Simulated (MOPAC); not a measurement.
Input file for MOPAC: PM3 on HgN, 2S+1 = 4, a spin state set in the input, which need not be the lowest, a point of a bond scan (R = 3.210 Å).

```
PM3 1SCF PRECISE CHARGE=0 UHF MS=1.5 THREADS=1
HgN

Hg     0.00000000 1     0.00000000 1     0.00000000 1
N      0.00000000 1     0.00000000 1     3.21027200 1
```

Output:

```
*******************************************************************************
 **                                                                           **
 **                              MOPAC v23.2.5                                **
 **                                                                           **
 *******************************************************************************
 ** MOPAC's Digital Object Identifier: https://doi.org/10.5281/zenodo.6511958 **
 **                                                                           **
 ** Please cite the open-source release paper for use of this MOPAC version:  **
 ** J. E. Moussa and J. J. P. Stewart (2026)                                  **
 ** MOPAC: An open-source semiempirical molecular orbital program             **
 ** J. Open Source Softw., 11(119), 8025, https://doi.org/10.21105/joss.08025 **
 *******************************************************************************

                              PM3 CALCULATION RESULTS

 *******************************************************************************
 *  PM3        - The PM3 Hamiltonian to be used
 *  UHF        - UNRESTRICTED HARTREE-FOCK CALCULATION
 *
 *
 *
 *                 CHARGE ON SYSTEM = 0
 *
 *
 *
 *  MS=        - IN MECI, MAGNETIC COMPONENT OF SPIN =  1.5
 *  PRECISE    - TIGHTER CRITERIA TO BE USED
 *  1SCF       - DO 1 SCF AND THEN STOP
 *  THREADS=1  - MULTI-THREADING NOT USED
 *  T=         - A TIME OF 172800.0 SECONDS REQUESTED
 *  DUMP=N     - RESTART FILE WRITTEN EVERY 7200.0 SECONDS REQUESTED
 *******************************************************************************
PM3 1SCF PRECISE CHARGE=0 UHF MS=1.5 THREADS=1
 HgN

   ATOM   CHEMICAL          X               Y               Z
  NUMBER   SYMBOL      (ANGSTROMS)     (ANGSTROMS)     (ANGSTROMS)

     1      Hg          0.00000000  *   0.00000000  *   0.00000000  *
     2       N          0.00000000  *   0.00000000  *   3.21027200  *



          CARTESIAN COORDINATES

    NO.       ATOM           X           Y           Z

     1        Hg          0.0000      0.0000      0.0000
     2         N          0.0000      0.0000      3.2103

  N: (PM3): J. J. P. STEWART, J. COMP. CHEM. 10, 209 (1989).
 Hg: (PM3): J. J. P. STEWART, J. COMP. CHEM. 12, 320-341 (1991).

           Empirical Formula: N Hg  =     2 atoms



      MOLECULAR POINT GROUP   :   C*v


          UHF CALCULATION, NO. OF ALPHA ELECTRONS =    5
                           NO. OF BETA  ELECTRONS =    2

 -------------------------------------------------------------------------------
 PM3 1SCF PRECISE CHARGE=0 UHF MS=1.5 THREADS=1
 HgN



     1SCF WAS SPECIFIED, SO BFGS WAS NOT USED
     SCF FIELD WAS ACHIEVED


                              PM3 CALCULATION
                                                       MOPAC v23.2.5 Linux




          FINAL HEAT OF FORMATION =        127.55797 KCAL/MOL =     533.70255 KJ/MOL


          COSMO AREA              =         75.46 SQUARE ANGSTROMS
          COSMO VOLUME            =         52.61 CUBIC ANGSTROMS

          IONIZATION POTENTIAL    =         10.876961 EV
          ALPHA SOMO LUMO (EV)    =        -10.907  1.600
          BETA  SOMO LUMO (EV)    =        -10.877 -0.519
          NO. OF ALPHA ELECTRONS  =          5
          NO. OF BETA  ELECTRONS  =          2
          MOLECULAR WEIGHT        =        214.5967         POINT GROUP:  C*v

          MOLECULAR DIMENSIONS (Angstroms)

            Atom       Atom       Distance
            N     2   Hg     1     3.21027
            N     2   Hg     1     0.00000
           Hg     1    N     2     0.00000


          SCF CALCULATIONS        =          1





   ATOM   CHEMICAL          X               Y               Z
  NUMBER   SYMBOL      (ANGSTROMS)     (ANGSTROMS)     (ANGSTROMS)

     1      Hg          0.00000000  *   0.00000000  *   0.00000000  *
     2       N          0.00000000  *   0.00000000  *   3.21027200  *

                             CARTESIAN COORDINATES

   1   Hg        0.000000000     0.000000000     0.000000000
   2    N        0.000000000     0.000000000     3.210272000


           Empirical Formula: N Hg  =     2 atoms



      MOLECULAR POINT GROUP   :   C*v


          ALPHA EIGENVALUES
 -18.89226 -13.30375 -13.17323 -13.17323 -10.90725   1.59958   2.18744   2.18744


           BETA EIGENVALUES
 -15.69804 -10.87696  -0.51907  -0.48471  -0.48471   1.70365   2.20311   2.20311


              NET ATOMIC CHARGES AND DIPOLE CONTRIBUTIONS

  ATOM NO.   TYPE          CHARGE      No. of ELECS.   s-Pop       p-Pop
    1         Hg           0.011048        1.9890     1.78448     0.20447
    2          N          -0.011048        5.0110     1.99748     3.01357
 DIPOLE           X         Y         Z       TOTAL
 POINT-CHG.     0.000     0.000    -0.170     0.170
 HYBRID         0.000    -0.000    -0.006     0.006
 SUM            0.000    -0.000    -0.177     0.177


          ATOMIC ORBITAL ELECTRON POPULATIONS

     Atom    s        px        py        pz
    1 Hg   1.78448   0.00003   0.00003   0.20442
    2  N   1.99748   0.99997   0.99997   1.01362


                    (SZ)    =    1.500000
                    (S**2)  =    4.094301


          ATOMIC ORBITAL SPIN POPULATIONS

    Atom   Total    s     px     py     pz
         Atomic
    1 Hg  0.0237  0.011  0.000  0.000  0.013
    2  N  2.9763 -0.002  1.000  1.000  0.978

 **********************
 *                    *
 * JOB ENDED NORMALLY *
 *                    *
 **********************




 == MOPAC DONE ==
```

The run finished. Its determinant has ⟨S²⟩ = 4.09, a mixture of spin states.

Cost: about 0.03 core-seconds (a rough figure).
